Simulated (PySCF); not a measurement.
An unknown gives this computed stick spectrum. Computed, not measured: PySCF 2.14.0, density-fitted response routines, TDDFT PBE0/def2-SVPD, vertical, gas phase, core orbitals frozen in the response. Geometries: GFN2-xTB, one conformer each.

| state | E (eV) | f | main configurations (H = HOMO, L = LUMO) |
| --- | --- | --- | --- |
| S1 | 3.55 | 0.0013 | H-1→L (98%) |
| S2 | 3.71 | 0.047 | H→L (96%) |
| S3 | 4.46 | 0.0050 | H→L+1 (98%) |
| S4 | 5.11 | 0.0015 | H→L+2 (92%) |
| S5 | 5.30 | 0.0001 | H-3→L (96%) |
| S6 | 5.49 | 0.0007 | H-1→L+1 (98%) |
| S7 | 5.75 | 0.333 | H-2→L (92%) |
| S8 | 5.79 | 0.0019 | H→L+3 (98%) |

Orbital energies (eV): HOMO-3 -8.63, HOMO-2 -8.38, HOMO-1 -7.08, HOMO -6.53, LUMO -1.94, LUMO+1 -0.77, LUMO+2 0.05.

Problem. Which structure fits?
A. `[SiH3]Cc1cnsc1`
B. `C/N=C\C1=C[SiH2]S1`
C. `F[SiH2]N1CCCC1`

Solution. B. Its S1, at 3.55 eV, is the lowest among the candidates; the nearest of the others has S1 at 5.25 eV. S1 is HOMO-1→LUMO (98%). Löwdin shares by element: HOMO sulfur 49%, carbon 37% or more, silicon 5%; LUMO carbon 56% or more, nitrogen 22% (atoms not listed hold the other 22%). At the same level the other candidates give, for their lowest levels:
- `[SiH3]Cc1cnsc1`: 5.39 eV (f 0.133); 5.58 eV (f 0.003); 5.95 eV (f 0.000); 6.14 eV (f 0.043); 6.40 eV (f 0.006); T1 3.93 eV; HOMO -7.13, LUMO -0.96 eV
- `F[SiH2]N1CCCC1`: 5.25 eV (f 0.009); 5.69 eV (f 0.010); 6.52 eV (f 0.001); 6.61 eV (f 0.026); 6.71 eV (f 0.017); T1 5.06 eV; HOMO -6.34, LUMO 0.29 eV

The values belong to the conformer `[CH3:1]/[N:2]=[CH:3]\[C:4]1=[CH:5][SiH2:6][S:7]1`: N2–C3–C4–C5 180°.
Triplets come from the Tamm–Dancoff approximation.

Without π bonds the low states are Rydberg-like; a valence basis with one diffuse set may place them up to an eV too high.
